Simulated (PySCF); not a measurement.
PySCF 2.14 output of an unrestricted BP86 calculation on a single atom or ion in cc-pVDZ-PP with ECP28MDF (4s3p2d, 23 functions), with scalar relativity through the core potential:

```
SCF conv_tol = 1e-09
number electrons alpha = 10  beta = 10
    A. D. Becke.,  Phys. Rev. A 38, 3098 (1988)
    J. P. Perdew.,  Phys. Rev. B 33, 8822 (1986)
cycle= 1 E= -190.014401009625  delta_E= -0.00947  |g|= 0.028  |ddm|= 0.56
cycle= 2 E= -190.014653267835  delta_E= -0.000252  |g|= 0.0158  |ddm|= 0.0923
cycle= 3 E= -190.014788985184  delta_E= -0.000136  |g|= 0.000231  |ddm|= 0.0359
cycle= 4 E= -190.0147890157  delta_E= -3.05e-08  |g|= 4.59e-07  |ddm|= 0.000575
cycle= 5 E= -190.014789015701  delta_E= -2.84e-13  |g|= 5.58e-09  |ddm|= 2.33e-06
converged SCF energy = -190.014789015701  <S^2> = -3.5527137e-15  2S+1 = 1
```

The run itself started from symmetry-adapted Hartree-Fock orbitals and held the occupation by maximum overlap, on a logarithmic radial grid, so the iterations belong to that start.

Q: Which element, charge and spin multiplicity is this?

A: In⁺ (indium, charge +1), multiplicity 1; the state was [Kr] 4d10 5s2, closed-shell 1S.

Energies and moments cover only the electrons outside the core potential.
